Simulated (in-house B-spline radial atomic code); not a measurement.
A fraction x of an electron is removed from 3d in V II (V+), starting from [Ar] 3d4 and keeping the highest spin. Method: non-relativistic PBEsol, spin-polarised, spherical fractional occupations, point nucleus. Calculated with a B-spline radial code for spherical atoms.

```tsv
x	E(x) - E(0) (eV)	3d up level (eV)
0	0.0000	-9.903
0.02	0.2002	-10.118
0.2	2.2001	-12.124
0.34	4.0120	-13.771
0.45	5.6004	-15.116
0.5	6.3718	-15.742
0.57	7.5047	-16.632
0.69	9.5940	-18.197
0.83	12.2728	-20.082
0.96	15.0004	-21.889
1	15.8872	-22.455
```

The exact functional would give a straight line between the two integer points. Deviations E(x) - E(0) - x[E(1) - E(0)], in eV: -0.118 at x = 0.02, -0.977 at x = 0.2, -1.39 at x = 0.34, -1.549 at x = 0.45, -1.572 at x = 0.5, -1.551 at x = 0.57, -1.368 at x = 0.69, -0.914 at x = 0.83, -0.251 at x = 0.96.

The curve lies below the straight line by up to 1.572 eV (at x = 0.5): convex, the delocalisation error that favours fractional charges.

(1) How well does Slater's transition state (minus the level at half occupation) give the ionisation energy?

Results:

(1) It gives 15.742 eV against 15.887 eV from the two total energies; NIST lists 14.63 eV, ground level to ground level.
